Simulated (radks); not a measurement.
Pr48+, configuration [Ne] 3s1. All-electron calculation, non-relativistic Kohn-Sham, LB94 model potential, spin-polarised, spherical densities, point nucleus; open shells are filled with parallel spins first (spin-orbit coupling, left out, can overturn this in heavy ions); relativity is left out, which matters for an element this heavy. Program: a radial shooting solver on a logarithmic mesh with Libxc functionals.

Normalised radial functions P(r) = r R(r), r in bohr:

```
   r/bohr * 2p down, o 2p up, + 3s up (the largest magnitude, 3.24, reaches the edge; | marks zero, & curves that meet)
 0.001463                             & +
 0.001816                             & +
 0.002254                             &  +
  0.00282                             &  +
   0.0035                             &   +
 0.004343                             |&  +
  0.00539                             |&   +
  0.00669                             |&    +
  0.00837                             | &   +
  0.01039                             |  &   +
  0.01289                             |    & +
    0.016                             |     *&
  0.01986                             |     +  &
  0.02484                             |   +       &
  0.03083                             |+              &
  0.03827                          +  |                   &
   0.0475                      +      |                      &
  0.05942                   +         |                         &
  0.07375                 +           |                          &
  0.09153                   +         |                        *o
   0.1136                        +    |                     &
    0.141                             |   +           &
   0.1764                             |         &  +
   0.2189                             |    &             +
   0.2717                             | &               +
   0.3372                             &             +
   0.4185                             &      +
   0.5236                             &  +
   0.6498                             &+
   0.8064                             &
```

2p down: eigenvalue -9161.2 eV, 0 radial nodes, <r> = 0.0916 bohr, 90 % of the charge inside 0.148 bohr. 2p up: eigenvalue -9160.9 eV, 0 radial nodes, <r> = 0.0916 bohr, 90 % of the charge inside 0.147 bohr. 3s up: eigenvalue -3957.4 eV, 2 radial nodes at r = 0.0330, 0.129 bohr, <r> = 0.254 bohr, 90 % of the charge inside 0.366 bohr.
